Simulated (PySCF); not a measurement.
**A search over the determinants of PPd**

Unrestricted PBE0; basis P x2c-TZVPPall, Pd x2c-TZVPPall; spin-free X2C with a Gaussian nucleus; PySCF 2.14. Outer shells of the fragments: P 3s2 3p3; Pd 4d10.

Followed along the bond (rough minima from three points):

```
2Ms+1   unpaired  ⟨S²⟩ at the start  R at minimum (Å)  Te (eV)
    4  σ ↑, π ↑↑               3.76              2.14     0.00
    2  σ ↓, π ↑↑               1.77              2.15     0.25
    2        π ↑               0.96              2.09     0.42
    4  π ↑↑, δ ↑               3.76              2.29     1.21
    2  π ↑↑, δ ↓               1.77              2.31     1.25
    2        σ ↑               0.76              2.11     1.27
```

Solutions found at the starting distance of 2.250 Å, counted from the lowest of them; the search is not exhaustive and high or unbound solutions are not listed, so other states can lie among these:

```csv
2Ms+1,unpaired,term,E (eV),⟨S²⟩,⟨Lz²⟩,μ (D)
4,"σ ↑, π ↑↑",⁴Σ⁻,0.00,3.76,0.00,2.39
2,"σ ↓, π ↑↑",mixed,0.24,1.77,0.00,2.54
2,π ↑,²Π,0.54,0.96,1.01,1.80
4,"π ↑↑, δ ↑",⁴Δ,1.15,3.76,4.01,2.96
2,"π ↑↑, δ ↓",mixed,1.19,1.77,4.01,2.92
2,σ ↑,mixed,1.33,0.76,2.04,2.63
4,π ↑↑↑,⁴Π,1.68,3.76,1.01,3.13
2,π ↑,²Π,1.83,0.79,1.03,3.79
4,"σ ↑, π ↑, δ ↑",mixed,2.69,3.76,5.03,4.33
4,"σ ↑↑, π ↑",⁴Π,2.82,3.88,1.04,-3.21
6,"σ ↑↑, π ↑↑, δ ↑",⁶Δ,3.09,8.76,4.01,-1.36
2,"σ ↓, π ↑, δ ↑",mixed,3.12,1.77,5.02,4.34
6,"σ ↑↑, π ↑↑↑",⁶Π,3.57,8.75,1.02,-1.84
6,"σ ↑↑↑, π ↑↑",⁶Σ⁻,3.76,8.75,0.00,-2.98
```

A term symbol is given only where ⟨S²⟩ and ⟨Lz²⟩ are close to those of a pure state; real π, δ and φ orbitals otherwise mix terms. A positive dipole means P(−)Pd(+).

Spin–orbit coupling is left out. The state is the lowest single determinant that the PBE0 search found; with open d or f shells the true ground state can be another one.
